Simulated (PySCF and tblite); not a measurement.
Values are calculated unless marked as measured or tabulated.
# C7H10O, numbered as in [CH:1]#[C:2][CH:3]1[CH2:4][CH2:5][O:6][CH2:7][CH2:8]1: conformational analysis

Search: ETKDG and KDG, MMFF94s, GFN2-xTB, 90 starts; geometries at PBE0-D3(BJ)/def2-SVP. Free energies are PBE0-D3(BJ)/def2-TZVP single points with GFN2-xTB rigid-rotor and vibrational terms (modes under about 100 cm⁻¹ blended into free rotors). Symmetry numbers and mirror images are counted. Conformers within 4 kcal/mol (GFN2-xTB free energy) were kept, 5 at most. GIAO shieldings: PBE0/pcSseg-1. Couplings: B3LYP/pcSseg-1 with pcJ-1 on H (gas phase; spin-dipole term only for pairs with B, N, F, Si or P). Couplings are for ¹H. Shifts are against TMS (¹H), TMS (¹³C) at the same level; of two unlike H on one atom, a is the less shielded. Run with PySCF (density fitting) and tblite.

The 6-ring runs over atoms 3–4–5–6–7–8. Of a mirror pair one member is shown.

```
conformer                                                        shape   symmetry  E(GFN2) kcal/mol  E(DFT) kcal/mol  G(298.15 K) kcal/mol  weight %  dipole D
        1                   6-ring chair (all substituents equatorial)         Cs              0.11             0.00                  0.00      66.8      0.81
        2                                      6-ring chair (C2 axial)         Cs              0.00             0.25                  0.42      33.1      0.96
        3  6-ring twist-boat (ring torsions 24, 41, -70, 27, 36, -62°)  C1 (pair)              4.59             5.80                  5.08       0.0      0.85
```

Weights (%) against temperature:

```tsv
T (K)	1	2	3	S(mix) cal/mol/K
200	72.3	27.7	0.0	1.17
250	69.0	31.0	0.0	1.23
298.15	66.8	33.1	0.0	1.26
350	65.1	34.8	0.1	1.29
400	63.9	36.0	0.1	1.32
```

Averaged shifts at 298.15 K. ¹H: 3.82 (H5a/H7a, 2H), 3.28 (H5b/H7b, 2H), 2.29 (H3, 1H), 1.96 (H1, 1H), 1.48 (H4a/H8a, 2H), 1.41 (H4b/H8b, 2H) ppm. ¹³C: 90.5 (C2), 75.5 (C1), 67.2 (C5/C7), 34.2 (C4/C8), 27.4 (C3) ppm.

Averaged couplings (Hz): ⁴J(H1,H3) -4.0, ³J(H3,H4a) 4.6, ³J(H3,H4b) 9.6, ⁴J(H3,H5a) -0.7, ²J(H4a,H4b) -14.7, ³J(H4a,H5b) 3.3, ³J(H4a,H5a) 5.7, ⁴J(H4a,H8a) 1.2, ⁴J(H4a,H8b) -0.5, ³J(H4b,H5b) 9.5, ³J(H4b,H5a) 4.2, ⁴J(H4b,H8b) 0.7, ²J(H5b,H5a) -13.3, ⁴J(H5b,H7a) -0.7.

Coordinates of conformer 1 (Å):

```xyz
18

C     3.277    0.604    0.010
C     2.087    0.479   -0.179
C     0.653    0.319   -0.391
C    -0.179    0.965    0.727
C    -1.659    0.709    0.492
O    -1.945   -0.660    0.384
C    -1.265   -1.266   -0.682
C     0.244   -1.155   -0.533
H     4.332    0.715    0.176
H     0.397    0.832   -1.339
H     0.019    2.047    0.778
H     0.120    0.529    1.694
H    -1.988    1.241   -0.427
H    -2.260    1.094    1.329
H    -1.579   -0.809   -1.645
H    -1.578   -2.321   -0.701
H     0.750   -1.613   -1.397
H     0.565   -1.704    0.367
```

Shifts are unscaled: against experiment ¹³C can be off by 15 ppm or more and ¹H by 0.8 ppm.

Search and properties took 4.6 min on 1 thread of Arm Neoverse V2, shared host (rough), launched as `OMP_NUM_THREADS=1 python ens_run.py task.json out`.
